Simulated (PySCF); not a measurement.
Li(Me) cation (CH₃Li), SMILES [Li][CH3] (connectivity only; charge and spin as stated), charge +1, multiplicity 2. Atoms are numbered in the order given.

```xyz
5

Li     0.0000     0.0000    -1.7324
C      0.0000     0.0000     0.5362
H     -0.9354     0.5400     0.6600
H      0.9354     0.5400     0.6600
H      0.0000    -1.0801     0.6600
```
Charge +1, spin multiplicity 2.

The structure is a stationary point at ωB97X-D3(BJ)/def2-TZVPD. The spin state was assumed, not searched. The isomer is the one that the SMILES or the coordinates give; other isomers of the formula were not compared.

All values below come from ωB97X/def2-TZVPD in PySCF.

Mulliken values depend strongly on the basis, most of all with diffuse functions as here. Atomic charges (e):

```csv
atom,Mulliken,meta-Löwdin,Mulliken spin
Li1,0.98,?,0.02
C2,-1.59,?,0.74
H3,0.53,?,0.08
H4,0.53,?,0.08
H5,0.53,?,0.08
```

Q: Fill in the missing entries. (An estimate is asked for; the answer gives what the named calculation found.)

A: 
- Li1, meta-Löwdin: 0.92
- C2, meta-Löwdin: -0.41
- H3, meta-Löwdin: 0.16
- H4, meta-Löwdin: 0.16
- H5, meta-Löwdin: 0.16
